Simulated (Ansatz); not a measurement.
`CNB(O)F` and `OB(F)[NH][GeH3]` differ in one atom or group.

Ansatz, PBE0-D4/def2-TZVP geometries, multiplicity 1. Each molecule was computed in one conformer, which needn't be the lowest.

Scalar relativity is left out up to krypton.

```
                                        property  `CNB(O)F`
size of the dipole moment (B3LYP/def2-TZVPP) / D       3.55
           HOMO–LUMO gap (B3LYP/def2-TZVPP) / eV       7.24
             HOMO–LUMO gap (PBE/def2-TZVPP) / eV       5.58
           HOMO energy (ωB97M-V/def2-TZVPP) / eV      -9.74
         HOMO–LUMO gap (ωB97M-V/def2-TZVPP) / eV      11.50
           LUMO energy (ωB97M-V/def2-TZVPP) / eV       1.76
```

Give the same properties after the change, and the shifts. (An estimate is asked.)

The calculation gave: 
| property | `OB(F)[NH][GeH3]` | shift |
| --- | --- | --- |
| size of the dipole moment (B3LYP/def2-TZVPP) / D | 0.40 | -3.15 |
| HOMO–LUMO gap (B3LYP/def2-TZVPP) / eV | 7.58 | 0.34 |
| HOMO–LUMO gap (PBE/def2-TZVPP) / eV | 5.90 | 0.32 |
| HOMO energy (ωB97M-V/def2-TZVPP) / eV | -10.09 | -0.35 |
| HOMO–LUMO gap (ωB97M-V/def2-TZVPP) / eV | 11.91 | 0.41 |
| LUMO energy (ωB97M-V/def2-TZVPP) / eV | 1.82 | 0.06 |

With PBE0 the HOMO falls by 0.38 eV and the LUMO falls by 0.09 eV, so the gap widens by about 0.29 eV. PBE moves the HOMO by -0.41 eV and ωB97M-V by -0.35 eV. Dipoles are sizes alone; their direction can turn.

Positive LUMOs are unbound, so they and the gaps depend on the basis.

B3LYP here is the variant with VWN-RPA as its local correlation; programs differ in this.
